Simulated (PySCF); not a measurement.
Species: H9NO2Si3.
SMILES: `[SiH3]O[SiH2]O[SiH2]N`

Torsions of this conformer, `[NH2:1][SiH2:2][O:3][SiH2:4][O:5][SiH3:6]`: N1–Si2–O3–Si4 -158°, Si2–O3–Si4–O5 -15°, O3–Si4–O5–Si6 -14°, H–N1–Si2–O3 -177°, H–N1–Si2–O3 -37°.

The closed-shell ground state was solved at several levels (PySCF, density fitting, gas phase, non-relativistic). The structure is a single GFN2-xTB conformer in the gas phase; no vibrational or solvent corrections. GFN2-xTB frequencies show an imaginary mode (22i cm⁻¹), so this geometry is no minimum at that level.

```csv
level,basis functions,HOMO (eV),LUMO (eV),gap (eV),dipole (D)
PBE0/pcSseg-1,168,-7.40,0.25,7.65,1.57
PBE0/def2-SVPD,210,-7.50,0.01,7.51,1.40
```

**Question.** What might CAM-B3LYP/def2-SVPD (210 basis functions) give for the same quantities?

**Answer.** HOMO -8.92 eV, LUMO 0.88 eV, gap 9.80 eV, dipole 1.40 D.

**Question.** Over all these levels, which gives the widest orbital gap and which the narrowest?

**Answer.** CAM-B3LYP/def2-SVPD (range-separated hybrid) has the widest, 9.80 eV, and PBE0/def2-SVPD (global hybrid, 25 % exact exchange) the narrowest, 7.51 eV. The two share the basis. From the narrowest to the widest the HOMO moves by -1.42 eV and the LUMO by +0.87 eV.

**Question.** How far do the dipole and the HOMO energy spread over the levels?

**Answer.** The dipole runs from 1.40 to 1.57 D (mean 1.46 D) and the HOMO from -8.92 to -7.40 eV.
